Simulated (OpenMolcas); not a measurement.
**Cr²⁺: Racah parameters, the spin-orbit constant, worked from levels**

```json
{"Program": "OpenMolcas 26.06", "Basis": "ANO-RCC-VQZP [7s6p4d3f2g1h]", "Scalar Hamiltonian": "DKH2, point nucleus", "Active space": "4 electrons in 5 orbitals (3d)", "State averaging": "2S+1 = 5 even, 5 roots; 2S+1 = 3 even, 45 roots; 2S+1 = 1 even, 50 roots", "Spin-orbit coupling": "RASSI with atomic mean-field integrals over the reference wave functions, term energies averaged over their components"}
```

Methods: CASSCF; MS-CASPT2, IPEA 0.25 Eh, imaginary shift 0.1 Eh (closed shells correlated: 3s 3p). Measured levels: Sugar and Corliss, J. Phys. Chem. Ref. Data 6, 317 (1977).

**Racah parameters.** Above ⁵D, d4 has ³G at 9B + 4C, ³H at 4B + 4C and ³D at 16B + 4C. The first two fix B and C, and the third tests them; where it misses by thousands of cm-1, two parameters do not describe the configuration (Trees and configuration-interaction terms are left out) and B and C hang on the terms chosen. Term energies are centres of gravity, weighted by 2J + 1.

| Source | ³G | ³H | B | C | C/B | ³D from B, C | ³D found |
| --- | --- | --- | --- | --- | --- | --- | --- |
| CASSCF | 25056 | 19814 | 1048 | 3905 | 3.73 | 32388 | 32290 |
| MS-CASPT2 | 20474 | 16779 | 739 | 3456 | 4.68 | 25648 | 25541 |
| measured | 20521 | 17065 | 691 | 3575 | 5.17 | 25356 | 25418 |

Energies in cm-1. From CASSCF to MS-CASPT2, B changes by -29.5 % and C by -11.5 %. Against the measured terms, MS-CASPT2 has B off by +6.9 % and C by -3.3 %.

**The spin-orbit constant.** For the Hund term ⁵D of d4, E(J) = (A/2) J(J+1) + constant and ζ = 2S·A = 4A. From J = 0 to J = 4 the energy changes by 10 A.

| Source | E(4) - E(0) | A | ζ |
| --- | --- | --- | --- |
| CASSCF | 631.0 | 63.1 | 252 |
| MS-CASPT2 | 633.6 | 63.4 | 253 |
| measured | 576.1 | 57.6 | 230 |

All in cm-1. MS-CASPT2 is off by +10.0 % and CASSCF by +9.5 %. Both methods take the spin-orbit matrix elements from the reference wave functions, so the second can move ζ only through the term energies and any multistate remixing. Second-order mixing with other terms is absorbed into this ζ.

CASPT2 breaks the degeneracy within a term, and the mean is taken; among the terms shown or strongly mixed into the levels shown the widest spread is 280 cm-1 (3d⁴ ³G, MS-CASPT2). Without dynamic correlation excited terms often stand tens of per cent too high (terms of higher spin than the ground term too low), and those without a measured partner can miss by more than the paired ones (holds for CASSCF). Computed and measured levels are paired by configuration, term and J; levels that our copy of the source lacks, or whose pairing is in doubt (as where it misses far off the trend of its configuration), stay unpaired and out of the deviations. Levels of configurations outside the active space are missing.
